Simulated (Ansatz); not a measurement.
**SnO (tin(ii) oxide): methods side by side**

SnO: 2 atoms, total charge 0, spin state singlet. As SMILES, `[O]=[Sn]`. Geometry: relaxed at PBE0-D4/def2-TZVP.

```xyz
2

O     0.0000    0.0000   -0.0071
Sn    0.0000    0.0000    1.8107
```

Quantity: the energy change with the O1–Sn2 bond stretched from 1.818 to 3.635 Å, in eV. The values are calculated.

```json
{"level": "HF/STO-3G (restricted)", "kind": "Hartree–Fock", "program": "Ansatz", "value (eV)": "6.68", "less FCI/STO-3G": "+1.49", "CPU time (all runs)": "0.89 s"}
{"level": "RPA@PBE/STO-3G (restricted)", "kind": "RPA", "program": "Ansatz", "value (eV)": "5.19", "less FCI/STO-3G": "0.00", "CPU time (all runs)": "8 s"}
{"level": "CCSD(T)/STO-3G (unrestricted)", "kind": "coupled cluster or CI", "program": "Ansatz", "value (eV)": "5.27", "less FCI/STO-3G": "+0.08", "CPU time (all runs)": "5.5 s"}
{"level": "FCI/STO-3G", "kind": "exact in the basis", "program": "Ansatz", "value (eV)": "5.19", "less FCI/STO-3G": "0.00", "CPU time (all runs)": "5.7 s"}
```

FCI/STO-3G is exact within its basis and frozen core, so for wave-function methods in that basis the difference is their error. Spin-restricted single references rise too steeply as a bond breaks, Hartree–Fock most of all. All-electron rows without a relativistic Hamiltonian named are non-relativistic. The first shape isn't each level's own minimum. The values span 5.19 to 6.68 eV. Spin contamination of the reference (⟨S²⟩ at least 0.1 too high) touches CCSD(T)/STO-3G. All rows use very small basis sets, so even the best lies far from the true value. In the correlated wave-function rows the outer d shell of Sn is correlated, in sets not made for it. Times are those of the runs behind each value, whatever else they computed, on shared processors of several kinds: orders of magnitude only.
